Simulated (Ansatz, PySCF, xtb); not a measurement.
Isomers of CH4OSn: 1 is [CH3][Sn][OH], 2 is C[O][SnH]; one conformer of each (the lowest of an xTB search), B3LYP-D3(BJ)/def2-TZVP minima.
Isomer 1 (charge 0, multiplicity 1):
```xyz
7

C     -0.9650     0.0127    -0.0068
Sn     0.7041     1.4029    -0.4542
O      2.1478     0.0850    -0.0217
H     -0.8861    -0.8700    -0.6479
H     -1.9427     0.4709    -0.1619
H     -0.8945    -0.3185     1.0331
H      1.8364    -0.7829     0.2595
```
Isomer 2 (charge 0, multiplicity 1):
```xyz
7

C     -0.85268     0.06119     0.06435
O      0.05666    -1.01369    -0.04418
Sn     2.03585    -0.94149    -0.18488
H     -0.34864     1.03436     0.06328
H     -1.55816     0.03308    -0.77234
H     -1.42618    -0.03324     0.99211
H      2.09315     0.85979    -0.11835
```

No zero-point or thermal terms.

Cores are frozen in the correlated methods. Filled d and f shells under p-block atoms count as core. Rows in 3-21G, LANL2DZ carry no dispersion term and start afresh at each structure; the Pople sets are all-electron and without relativity. LANL2DZ brings its own core potentials from Na on.

The values were computed with Ansatz (a first-principles code) with Gaussian orbitals; PySCF for 3-21G rows, LANL2DZ rows, the dispersion terms; xtb for the GFN methods. Values without a source in brackets are computed. In def2 rows elements past Kr take small-core potentials, without spin–orbit coupling.

```tsv
level	electronic energy of isomer 2 less that of isomer 1 (kcal/mol)
GFN1-xTB	-3.96
PBE-D4/def2-TZVPP	19.77
r2SCAN/def2-TZVPP	20.42
B3LYP/3-21G	13.57
B3LYP/LANL2DZ	20.49
B3LYP/def2-TZVPP	18.98
CAM-B3LYP-D4/def2-TZVPP	18.63
B2PLYP-D4/def2-TZVPP	20.00
CCSD(T)/def2-SVP	___
```

Question: Complete the blanks.

Answer: 
- CCSD(T)/def2-SVP, electronic energy of isomer 2 less that of isomer 1 (kcal/mol): 14.17
